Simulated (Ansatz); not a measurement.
`CB(Cl)[SeH]` + GeH₄ → `C[B]([GeH3])[SeH]` + HCl  (formal exchange of groups at a B–Cl bond)

Program: Ansatz. Geometries: PBE0-D4/def2-TZVP. ΔE: electronic, gas phase. CCSD(T)/CBS is the MP2 limit (def2-TZVPP, def2-QZVPP) plus CCSD(T) − MP2 in def2-TZVPP, frozen cores. This one scheme is used for every species. DFT in def2-TZVPP. B3LYP here is the variant with VWN-RPA as its local correlation; programs differ in this. For Ge, Se outer-core shells are correlated without core-valence functions, which leaves a few kJ/mol of doubt a bond. Scalar relativity is left out up to krypton. One conformer a species, not always the lowest.

Problem. Is it downhill or uphill in electronic energy at CCSD(T)/CBS, and by how much? (Best estimate.)

Solution. Computed: Uphill: ΔE = +83.2 kJ/mol.

Problem. What do these levels give: PBE-D4, B3LYP-D4, B2PLYP, PBE0, HF/def2-TZVPP, MP2/def2-TZVPP, SCS-MP2/def2-TZVPP, CCSD/def2-TZVPP, CCSD(T)/def2-TZVPP, HF/def2-QZVPP, MP2/CBS(def2), CCSD/CBS(def2)? (Estimate.)

Solution. Ansatz gave: PBE-D4 84.4, B3LYP-D4 89.6, B2PLYP 92.3, PBE0 88.8, HF/def2-TZVPP 102.9, MP2/def2-TZVPP 89.4, SCS-MP2/def2-TZVPP 90.5, CCSD/def2-TZVPP 85.0, CCSD(T)/def2-TZVPP 84.0, HF/def2-QZVPP 103.9, MP2/CBS(def2) 88.6, CCSD/CBS(def2) 84.1 kJ/mol.

Largest T1 diagnostic among the species: 0.012.

In def2-TZVPP, CCSD(T) changes the Hartree–Fock value by −18.9 kJ/mol (the triples alone add −0.9 kJ/mol) and MP2 by −13.5 kJ/mol. The D4 term adds −3.5 kJ/mol with B3LYP and −2.2 kJ/mol with PBE0; it sums over pairs of atoms, weighted by their polarisabilities, and B3LYP, whose exchange is more repulsive, gets the larger term.
